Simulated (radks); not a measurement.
Results of a calculation; reference values are marked as such.
Q: The mean radii <r> (bohr) of the occupied orbitals of an atom or ion are listed with their occupations. Code: a radial shooting solver on a logarithmic mesh with Libxc functionals. Model: scalar-relativistic Kohn-Sham, LB94 model potential, spin-polarised, spherical densities, finite nucleus; Fermi nuclear charge, rms radius of each element as measured or else 0.836 A^(1/3) + 0.57 fm.

| orbital | occ. | <r> |
|---|---|---|
| 1s | 2 | 0.03701 |
| 2s | 2 | 0.1609 |
| 2p | 6 | 0.1401 |
| 3s | 2 | 0.4128 |
| 3p | 6 | 0.4038 |

Name the element and its charge. Open shells, if any, are filled with parallel spins first.

A: Z = 40, zirconium, charge +22: Zr22+ in [Ar]. The 1s radius gives Z: for a bare nucleus <r> = (2 gamma + 1)/(2Z) with gamma = sqrt(1 - (Z/c)^2), 0.03641 bohr for Z = 40, and screening makes it slightly larger (0.03701 here). The occupations add up to 18, and the charge is Z minus that.
